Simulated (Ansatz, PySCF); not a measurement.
System: sum formula SiN2H3Cl2, net charge 0, doublet state. It need not be the lowest isomer of its formula. 
Coordinates optimised at B3LYP-D3(BJ)/def2-TZVP (Ansatz, a quantum-chemistry and plane-wave program):
```xyz
8

Si    -0.0119    -0.3768    -0.0062
Cl     0.1862     0.9119    -1.6098
Cl    -0.0613     0.7863     1.6904
N      1.3423    -1.4349    -0.1777
N     -1.4015    -1.3306     0.0006
H      2.2246    -1.0997     0.2112
H     -1.4810    -2.1331    -0.6032
H     -2.2864    -1.0023     0.3488
```
Charge 0, spin multiplicity 2.

Quantity: atomisation energy (electronic, to ground-state atoms), in kcal/mol. Correlated levels leave the core frozen unless marked. UHF or UKS for open shells. Spin-orbit coupling is left out. Non-relativistic. The coupled-cluster limit lacks core correlation, which all-electron functionals hold. Basis-set limits of correlation are two-point, X^-3; Hartree-Fock from the larger set. The bracket is a focal-point correction in the basis named.

| level | program | atomisation energy (kcal/mol) |
|---|---|---|
| HF/cc-pV(T+d)Z | Ansatz | 432.1 |
| HF-D3(BJ)/def2-TZVPD | PySCF + dftd3 | 471.9 |

Task: Predict the RI-MP2/CBS(cc-pV(T+d)Z,cc-pV(Q+d)Z)+[CCSD(T)-MP2]/cc-pV(T+d)Z result (Ansatz).

Result: 637.0 kcal/mol
